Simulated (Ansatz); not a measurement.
Cartesian coordinates in Å:
```
C 0.496 -0.355 1.249
Al -0.172 -0.078 -0.548
O -0.280 -1.389 -1.613
S -0.810 1.882 -1.294
H 1.394 0.242 1.434
H -0.245 -0.059 1.998
H 0.746 -1.405 1.415
H -0.598 -1.332 -2.512
H -0.532 2.493 -0.130
```

Total charge 0; spin multiplicity 1.

Problem. List the B3LYP/def2-TZVPP orbital energies in eV (the Gaussian-basis code of Ansatz). (Estimate.)

Solution. The calculation gave: Occupied: -2417.52, -1524.43, -520.10, -276.26, -215.55, -160.11, -160.00, -159.94, -112.41, -73.14, -73.00, -72.93, -26.58, -19.54, -18.69, -13.80, -11.30, -11.01, -11.01, -9.87, -9.09, -9.04, -7.96, -7.32. Lowest empty: -0.44, -0.22, 0.40, 0.91, 1.75, 2.43, 2.71, 2.90.

B3LYP here is the variant with VWN-RPA as its local correlation; programs differ in this.
